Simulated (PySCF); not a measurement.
## Electron correlation in Nd²⁺ (neodymium, charge +2)

[Xe] 4f3 5d1, one real determinant (an excited configuration). All numbers are calculated (PySCF 2.14, the spin-free X2C one-electron Hamiltonian (Gaussian nucleus), in cc-pVDZ-X2C). Frozen: [Kr] 4d10; 12 electrons correlated.

| level | correlation energy (mhartree) |
| --- | --- |
| CCSD | -283.14 |
| (T) | -11.24 |
| CCSD(T) | -294.38 |

Diagnostics: T1 = 0.0082, D1 = 0.0204, largest double amplitude 0.188.

The real determinant used has ⟨L²⟩ near 40 against 72 for a pure L term, so it mixes terms. Spin-orbit coupling, absent here, splits the open shell strongly. A double-excitation amplitude exceeds 0.15, a sign of near-degeneracy.

Cost of the coupled-cluster step: about 23 core-seconds, for 12 correlated electrons.

Iterations:

```
CC2 = 0
CCSD nocc = (np.int64(8), np.int64(4)), nmo = (61, 61)
frozen orbitals [[0, 1, 2, 3, 4, 5, 6, 7, 8, 9, 10, 11, 12, 13, 14, 15, 16, 17, 18, 19, 20, 21, 22], [0, 1, 2, 3, 4, 5, 6, 7, 8, 9, 10, 11, 12, 13, 14, 15, 16, 17, 18, 19, 20, 21, 22]]
max_cycle = 100
direct = 0
conv_tol = 1e-08
conv_tol_normt = 1e-06
diis_space = 8
diis_start_cycle = 0
Init t2, MP2 energy = -0.256899048453924
Init E_corr(UCCSD) = -0.256899048454461
cycle = 1  E_corr(UCCSD) = -0.269352225019074  dE = -0.0124531766  norm(t1,t2) = 0.0453635
cycle = 2  E_corr(UCCSD) = -0.274818480365832  dE = -0.00546625535  norm(t1,t2) = 0.0199263
cycle = 3  E_corr(UCCSD) = -0.277732077523496  dE = -0.00291359716  norm(t1,t2) = 0.0145804
cycle = 4  E_corr(UCCSD) = -0.278755636744203  dE = -0.00102355922  norm(t1,t2) = 0.0118059
cycle = 5  E_corr(UCCSD) = -0.280489596036158  dE = -0.00173395929  norm(t1,t2) = 0.0098456
cycle = 6  E_corr(UCCSD) = -0.282231821409582  dE = -0.00174222537  norm(t1,t2) = 0.00604211
cycle = 7  E_corr(UCCSD) = -0.282602739752312  dE = -0.000370918343  norm(t1,t2) = 0.0034005
cycle = 8  E_corr(UCCSD) = -0.282777002114678  dE = -0.000174262362  norm(t1,t2) = 0.00256538
cycle = 9  E_corr(UCCSD) = -0.283069384285147  dE = -0.00029238217  norm(t1,t2) = 0.00175146
cycle = 10  E_corr(UCCSD) = -0.283116474495889  dE = -4.70902107e-05  norm(t1,t2) = 0.000838703
cycle = 11  E_corr(UCCSD) = -0.283137648489873  dE = -2.1173994e-05  norm(t1,t2) = 0.000540391
cycle = 12  E_corr(UCCSD) = -0.283142258698786  dE = -4.61020891e-06  norm(t1,t2) = 0.000381255
cycle = 13  E_corr(UCCSD) = -0.283152498672624  dE = -1.02399738e-05  norm(t1,t2) = 0.000265806
cycle = 14  E_corr(UCCSD) = -0.283156605132221  dE = -4.1064596e-06  norm(t1,t2) = 0.000165616
cycle = 15  E_corr(UCCSD) = -0.283156394675  dE = 2.1045722e-07  norm(t1,t2) = 9.94578e-05
cycle = 16  E_corr(UCCSD) = -0.283150529765607  dE = 5.86490939e-06  norm(t1,t2) = 7.44255e-05
cycle = 17  E_corr(UCCSD) = -0.283146309526523  dE = 4.22023908e-06  norm(t1,t2) = 4.52993e-05
cycle = 18  E_corr(UCCSD) = -0.283143189543634  dE = 3.11998289e-06  norm(t1,t2) = 2.99892e-05
cycle = 19  E_corr(UCCSD) = -0.283140734554757  dE = 2.45498888e-06  norm(t1,t2) = 2.12908e-05
cycle = 20  E_corr(UCCSD) = -0.283139976635336  dE = 7.57919421e-07  norm(t1,t2) = 1.29744e-05
cycle = 21  E_corr(UCCSD) = -0.283139714647265  dE = 2.61988071e-07  norm(t1,t2) = 7.42454e-06
cycle = 22  E_corr(UCCSD) = -0.283139676406197  dE = 3.82410685e-08  norm(t1,t2) = 4.82328e-06
cycle = 23  E_corr(UCCSD) = -0.28313964466103  dE = 3.17451672e-08  norm(t1,t2) = 3.42249e-06
cycle = 24  E_corr(UCCSD) = -0.283139604605572  dE = 4.00554578e-08  norm(t1,t2) = 2.56586e-06
cycle = 25  E_corr(UCCSD) = -0.283139527909088  dE = 7.66964838e-08  norm(t1,t2) = 1.84801e-06
cycle = 26  E_corr(UCCSD) = -0.283139452611336  dE = 7.52977525e-08  norm(t1,t2) = 1.25779e-06
cycle = 27  E_corr(UCCSD) = -0.283139419644966  dE = 3.29663699e-08  norm(t1,t2) = 7.6876e-07
cycle = 28  E_corr(UCCSD) = -0.283139430900383  dE = -1.12554172e-08  norm(t1,t2) = 4.1736e-07
cycle = 29  E_corr(UCCSD) = -0.283139437502294  dE = -6.60191135e-09  norm(t1,t2) = 2.97539e-07
UCCSD converged
E(UCCSD) = -9619.323563862599  E_corr = -0.2831394375022941
UCCSD(T) correction = -0.0112375141357391
```

The reference is one real determinant that mixes LS terms of this configuration.
